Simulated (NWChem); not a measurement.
System: LaCl2, doublet; SMILES [Cl][La][Cl]

Input file for NWChem:

```
start job
memory heap 200 mb stack 900 mb global 1100 mb
geometry units angstroms
  La     0.319799     0.084115     0.389494
  Cl     0.833518     0.193993    -2.039274
  Cl    -2.086504    -0.523557     0.513236
end
basis spherical
  * library def2-svp
end
ecp
  La library def2-ecp
end
dft
  odft
  mult 2
  xc xpbe96 cpbe96
  disp vdw 4
  iterations 150
end
driver
  maxiter 120
end
task dft optimize
dft
  grid fine
  convergence energy 1d-8 density 1d-7
end
task dft freq numerical
```

In the optimisation the excess spin sits in a1 (C2v, its own frame). The spin multiplicity was typed, not searched, and may not be the lowest. def2 effective core potentials on La; no spin-orbit coupling.

The level has its own optimisation; frequencies are unscaled.

### Question
Predict the main results of this run. (PBE-D3(BJ)/def2-SVP with def2 effective core potentials on La, spin-unrestricted.) Quantities: r Cl–La (Å); highest harmonic frequency (cm⁻¹); lowest (cm⁻¹); zero-point energy (kcal/mol).

### Answer
```
Item                               Value
---------------------------------  -----
r Cl–La (Å)                        2.583
highest harmonic frequency (cm⁻¹)    338
lowest (cm⁻¹)                         64
zero-point energy (kcal/mol)         1.0
```
